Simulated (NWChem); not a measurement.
# SiH₃Cl; SMILES [SiH3]Cl

```xyz
5

Si     0.0000     0.0000    -0.9600
Cl     0.0000     0.0000     1.1078
H     -0.7872    -1.1686    -1.4420
H      1.4056    -0.0975    -1.4420
H     -0.6184     1.2661    -1.4420
```
Atoms are numbered in this order, from 1.

Results from NWChem. STO-3G and 3-21G are far too small for this property and stand as cheap habits. Structure relaxed at the PBE0/def2-SVP level. GIAO values for the isolated, static molecule; σ is the absolute isotropic shielding, δ = σ(reference) − σ with the isolated reference molecule computed at the same levels (1H: tetramethylsilane, 29Si: tetramethylsilane).

| level | δ Si1 (ppm) | σ Cl2 (ppm) | δ H3 (ppm) |
|---|---|---|---|
| PBE0/pcSseg-2 | -35.8 | 1024.4 | 5.07 |
| PBE/pcSseg-1 | -31.5 | 1025.7 | 5.16 |
| PBE0/pcSseg-1 | -30.4 | 1041.6 | 5.01 |
| Hartree-Fock/STO-3G | ___ | ___ | ___ |

Question: Fill in the missing entries.

Answer: 
- Hartree-Fock/STO-3G, δ Si1 (ppm): -38.2
- Hartree-Fock/STO-3G, σ Cl2 (ppm): 1250.3
- Hartree-Fock/STO-3G, δ H3 (ppm): 2.56
